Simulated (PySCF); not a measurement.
Mo(S)(Cl)(OH)3 (ClH3MoO3S), SMILES [OH][Mo]([OH])([OH])(=[S])[Cl], multiplicity 1.

Geometry: r2SCAN-D4/def2-SVP. The geometry has at least one imaginary mode, so it is a saddle point at that level. The multiplicity is an assumed one; other spin states were not compared. The def2 effective core potentials stand for the cores of Mo; spin–orbit coupling is left out. Other conformers were not sampled.

Method: PBE/def2-TZVP run with PySCF.

Gas-phase values at a fixed geometry.

Computed frontier levels, gap, dipole moment and polarisability:
```
Quantity                                                                                                        Result
---------------------------------------------------------------------------------------------  -----------------------
highest occupied level                                                                                        -6.83 eV
lowest empty level                                                                                            -4.19 eV
orbital gap                                                                                                    2.64 eV
dipole moment                                                                                                   1.77 D
quadrupole, principal values (traceless, Buckingham form, about the centre of nuclear charge)   -4.65, -0.11, 4.76 D·Å
mean static polarisability                                                                       90.7 bohr³ (13.44 Å³)
polarisability, principal values                                                               79.2, 84.5, 108.4 bohr³
```
